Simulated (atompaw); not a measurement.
What one change does to a pseudopotential (germanium, PAW (atompaw))

| Item | Value |
| --- | --- |
| Element | Ge (Z = 32) |
| Generator | atompaw 4.2.0.5 |
| Type | PAW |
| Functional | PBE |
| Relativity | scalar-relativistic |
| Frozen core | [Ar] 3d10 |
| Valence charge | 4 |
| Reference configuration | 4s2 4p1.5 (charge +0.5) |
| Partial waves | 4s (bound): rc 1.55 bohr; 4s channel at 0.05 Ry: rc 1.55 bohr; 4p (bound): rc 1.60 bohr; 4p channel at -0.15 Ry: rc 1.60 bohr |
| Local potential | bessel scheme, radius 1.10 bohr |
| Core correction | smooth core density matched at 1.05 bohr |
| Augmentation charge | sinc compensation charge, radius 1.50 bohr; PAW radius 1.60 bohr; waves and projectors: custom rrkj vanderbiltortho |

Change: all radii scaled by about 1.23 (s 1.90, p 1.96 bohr); local potential bessel scheme, radius 1.36 bohr; augmentation sinc compensation charge, radius 1.84 bohr; PAW radius 1.96 bohr; waves and projectors: custom rrkj vanderbiltortho; core correction smooth core density matched at 1.28 bohr.

Cutoffs: the cutoffs (Ry, on a coarse ladder) from which the occupation-weighted sum of valence levels, in a spherical-Bessel basis at the reference potential, stays within 10 and 1 mRy of its value at 400 Ry; they do not see the model core or the augmentation charge, which bear on the density cutoff.

**Question.** What does the change do?

**Answer.** The potential gets softer (15 Ry and 25 Ry → 6 Ry and 12 Ry); neither file shows a bound ghost. A larger radius leaves more room for a smooth pseudo-wave, so fewer plane waves are needed.

```csv
quantity,base,changed
"cutoff, loose",15 Ry,6 Ry
"cutoff, tight",25 Ry,12 Ry
loose cutoff by channel (10 mRy a level),"s 12 Ry, p 6 Ry","s 6 Ry, p 6 Ry"
bound ghosts,none,none
lowest overlap eigenvalue by channel,"s 0.50, p 0.68","s 0.39, p 0.65"
```

 The cutoffs see the waves, projectors and local potential, not the compensation charge or the core.
